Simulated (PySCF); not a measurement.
Isomers of C3H5Cl. Isolated molecules, 0 K electronic values unless said otherwise. Strings in code marks are SMILES.

The S1–T1 gap (TDA) from two functionals at the same geometries (PBE0-D3(BJ)/def2-TZVP), both in PySCF: PBE-D3(BJ)/def2-TZVP and ωB97X-D3(BJ)/def2-TZVP. Excitations are Tamm–Dancoff values on a coarser integration grid. The basis has no diffuse functions, so Rydberg states are missing or too high.

| species | PBE-D3(BJ)/def2-TZVP (eV) | ωB97X-D3(BJ)/def2-TZVP (eV) |
|---|---|---|
| `C=C(C)Cl` | 2.10 | 2.70 |
| `C1CC1Cl` | 0.69 | 0.75 |
| `C/C=C/Cl` | 2.07 | 2.75 |
| `C/C=C\Cl` | 2.19 | 2.82 |

Over these rows, drawn at random from the members with no instability flagged (it was tested for open shells, ions and some series alone), PBE minus ωB97X-D3(BJ): mean -0.49 eV, from -0.69 eV to -0.06 eV.
